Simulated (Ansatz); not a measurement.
# Ligand exchange: CH3I + CHBr2I → I2 + C2H4Br2

Species: CH3I (methyl iodide) `CI`, singlet; CHBr2I (dibromoiodomethane) `BrC(Br)I`, singlet; I2 (iodine), singlet; C2H4Br2 (1,1-dibromoethane) `CC(Br)Br`, singlet. The partners trade CH3 for I: I–CH3 and C–I bonds give way to I–I and C–CH3.

Shapes, held fixed at every level: PBE0-D4/def2-TZVP. Programs: Ansatz 0.2.0. The zero-point and thermal change to 298 K, harmonic and unscaled (PBE0-D4/def2-TZVP), is +5.7 kJ/mol.

| level | kind | ΔH(298 K) (kJ/mol) | less CCSD(T)/def2-TZVPP | CPU time (sum over the molecules) |
| --- | --- | --- | --- | --- |
| SPW92/def2-TZVPP | LDA | -89.7 | -13.4 | 12 s |
| PBE-D4/def2-TZVPP | GGA | -84.6 | -8.3 | 22 s |
| r2SCAN-D4/def2-TZVPP | meta-GGA | -89.2 | -12.9 | 45 s |
| BHLYP-D4/def2-TZVPP | global hybrid | -97.9 | -21.6 | 31 s |
| r2SCAN0-D4/def2-TZVPP | global hybrid | -94.7 | -18.4 | 51 s |
| MP2/def2-SVP | perturbation theory | -93.1 | -16.8 | – |
| MP2/def2-TZVPP | perturbation theory | -67.8 | +8.5 | – |
| CCSD(T)/def2-TZVPP | coupled cluster or CI | -76.3 | 0.0 | 13 min |

The highest level, CCSD(T)/def2-TZVPP, gives ΔH(298 K) = -76.3 kJ/mol; the levels span -97.9 to -67.8. The column of differences is taken from that level and isn't an error. No measured value is set beside it here. For atoms past krypton def2 sets carry core potentials with scalar relativity. Relativity is left out for Br. Outer-core shells of Br, I are correlated in most correlated rows, in sets that cover them unevenly. Times are processor times on shared x86 and Arm servers, and rough.
